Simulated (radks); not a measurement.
Problem. Excited configurations of Zr2+: one electron is placed in a higher orbital outside [Kr] 4d1. The ground configuration is [Kr] 4d2. Method: scalar-relativistic Kohn-Sham, PBE, spin-unpolarised, spherical densities, point nucleus; computed with a radial shooting solver on a logarithmic mesh with Libxc functionals. Excitation = E - E(ground); binding = E(ion) - E, where the ion is the core of charge +3; n* = 3/sqrt(2 binding) in atomic units, and the quantum defect is n - n*.

| outer orbital | excitation (eV) | binding (eV) | n* | quantum defect | eigenvalue (eV) | <r> (bohr) |
|---|---|---|---|---|---|---|
| 5s | 1.793 | 20.834 | 2.424 | 2.576 | -17.442 | 3.099 |
| 5p | 6.451 | 16.175 | 2.751 | 2.249 | -13.384 | 3.657 |
| 5d | 12.355 | 10.271 | 3.453 | 1.547 | -8.475 | 5.184 |
| 6s | 12.150 | 10.477 | 3.419 | 2.581 | -8.989 | 6.035 |

Estimate the row for 4f.

Solution. excitation (eV) 14.466; binding (eV) 8.161; n* 3.874; quantum defect 0.126; eigenvalue (eV) -6.342; <r> (bohr) 5.353. The Delta-SCF ionisation energy is 22.626 eV (NIST Atomic Spectra Database: 23.170 eV, semi-empirical). Self-interaction in the functional shifts the binding energies and quantum defects, so they are the method's values and not measured ones. Spin polarisation and multiplet splitting are left out, so open shells lie too high by an amount that depends on their filling.

Beside tabulated values, note that spin-unpolarised runs miss the spin-polarisation part of the exchange energy of open shells.
